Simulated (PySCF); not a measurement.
PySCF input for ZnI2, SMILES [I][Zn][I], B3LYP-D3(BJ)/def2-SVP. 

```python
import numpy as np
from pyscf import gto, scf, dft
from pyscf.geomopt import geometric_solver

mol = gto.M(
    atom='''
    Zn    0.00000000    0.00000000    0.00000000
    I     0.00000000    0.00000000    2.44618600
    I     0.00000000    0.00000000   -2.44618600
    ''',
    basis='def2-SVP',
    ecp={'I': 'def2-svp'},
    charge=0,
    spin=0,
    max_memory=1600,
    verbose=3,
)
mf = dft.RKS(mol, xc='b3lyp').density_fit(auxbasis='def2-universal-jkfit')
mf.disp = 'd3bj'
mf.grids.level = 3
mf.conv_tol = 1e-9
mf.max_cycle = 100
mf.kernel()
grad = mf.nuc_grad_method()
grad.grid_response = mol.nao <= 150
conv, mol_eq = geometric_solver.kernel(grad, convergence_set='GAU_TIGHT', maxsteps=100)
print(mol_eq.tostring(format='xyz'))
mf.reset(mol_eq)
mf.kernel()
```

Log of the run:

```
converged SCF energy = -2374.89723084675
[banner and settings of the optimiser left out]
Geometry optimization cycle 1
Cartesian coordinates (Angstrom)
 Atom        New coordinates             dX        dY        dZ
  Zn   0.000000   0.000000   0.000000    0.000000  0.000000  0.000000
   I   0.000000   0.000000   2.446186    0.000000  0.000000  0.000000
   I   0.000000   0.000000  -2.446186    0.000000  0.000000  0.000000

WARN: Mole.unit (angstrom) is changed to Bohr

converged SCF energy = -2374.89723084666
--------------- DFRKS_Scanner gradients ---------------
         x                y                z
0 Zn     0.0000000000    -0.0000000000    -0.0000000000
1 I    -0.0000000000    -0.0000000000     0.0011076730
2 I     0.0000000000     0.0000000000    -0.0011076730
----------------------------------------------
cycle 1: E = -2374.89723085  dE = -2374.9  norm(grad) = 0.00156649
Step    0 : Gradient = 9.044e-04/1.108e-03 (rms/max) Energy = -2374.8972308467
Hessian Eigenvalues: 5.00000e-02 5.00000e-02 5.00000e-02 ... 1.04009e-01 2.50000e-01 2.50000e-01

Geometry optimization cycle 2
Cartesian coordinates (Angstrom)
 Atom        New coordinates             dX        dY        dZ
  Zn  -0.000000   0.000000   0.000000   -0.000000  0.000000  0.000000
   I  -0.000000   0.000000   2.440550   -0.000000  0.000000 -0.005636
   I  -0.000000  -0.000000  -2.440550   -0.000000 -0.000000  0.005636
converged SCF energy = -2374.89724233209
--------------- DFRKS_Scanner gradients ---------------
         x                y                z
0 Zn     0.0000000000     0.0000000000     0.0000000000
1 I     0.0000000000    -0.0000000000    -0.0000343438
2 I     0.0000000000    -0.0000000000     0.0000343438
----------------------------------------------
cycle 2: E = -2374.89724233  dE = -1.14854e-05  norm(grad) = 4.85695e-05
Step    1 : Displace = 4.601e-03/5.636e-03 (rms/max) Trust = 1.000e-01 (=) Grad = 2.804e-05/3.434e-05 (rms/max) E (change) = -2374.8972423321 (-1.149e-05) Quality = 0.974
Hessian Eigenvalues: 5.00000e-02 5.00000e-02 5.00000e-02 ... 1.07233e-01 2.50000e-01 2.50000e-01

Geometry optimization cycle 3
Cartesian coordinates (Angstrom)
 Atom        New coordinates             dX        dY        dZ
  Zn  -0.000000  -0.000000   0.000000   -0.000000 -0.000000  0.000000
   I  -0.000000   0.000000   2.440720   -0.000000 -0.000000  0.000169
   I  -0.000000  -0.000000  -2.440720   -0.000000 -0.000000 -0.000169
converged SCF energy = -2374.89724234291
--------------- DFRKS_Scanner gradients ---------------
         x                y                z
0 Zn     0.0000000000    -0.0000000000    -0.0000000000
1 I     0.0000000000     0.0000000000     0.0000005656
2 I     0.0000000000    -0.0000000000    -0.0000005656
----------------------------------------------
cycle 3: E = -2374.89724234  dE = -1.08234e-08  norm(grad) = 7.99826e-07
Step    2 : Displace = 1.384e-04/1.695e-04 (rms/max) Trust = 1.414e-01 (+) Grad = 4.618e-07/5.656e-07 (rms/max) E (change) = -2374.8972423429 (-1.082e-08) Quality = 0.984
Hessian Eigenvalues: 5.00000e-02 5.00000e-02 5.00000e-02 ... 1.08999e-01 2.50000e-01 2.50000e-01

Geometry optimization cycle 4
Cartesian coordinates (Angstrom)
 Atom        New coordinates             dX        dY        dZ
  Zn  -0.000000  -0.000000   0.000000   -0.000000  0.000000 -0.000000
   I  -0.000000   0.000000   2.440717   -0.000000  0.000000 -0.000003
   I  -0.000000  -0.000000  -2.440717   -0.000000  0.000000  0.000003
converged SCF energy = -2374.8972423429
--------------- DFRKS_Scanner gradients ---------------
         x                y                z
0 Zn    -0.0000000000     0.0000000000     0.0000000000
1 I     0.0000000000     0.0000000000    -0.0000001553
2 I     0.0000000000     0.0000000000     0.0000001553
----------------------------------------------
cycle 4: E = -2374.89724234  dE = 9.09495e-12  norm(grad) = 2.19578e-07
Step    3 : Displace = 2.242e-06/2.746e-06 (rms/max) Trust = 2.000e-01 (+) Grad = 1.268e-07/1.553e-07 (rms/max) E (change) = -2374.8972423429 (+9.095e-12) Quality = -3.099
Hessian Eigenvalues: 5.00000e-02 5.00000e-02 5.00000e-02 ... 1.08999e-01 2.50000e-01 2.50000e-01
Converged! =D

3
XYZ from PySCF
Zn         -0.00000000       -0.00000000        0.00000000
I          -0.00000000        0.00000000        2.44071709
I          -0.00000000       -0.00000000       -2.44071709
converged SCF energy = -2374.89724234292
```

The calculation finished and met its thresholds.

Cost: about 30 core-seconds (a rough figure).
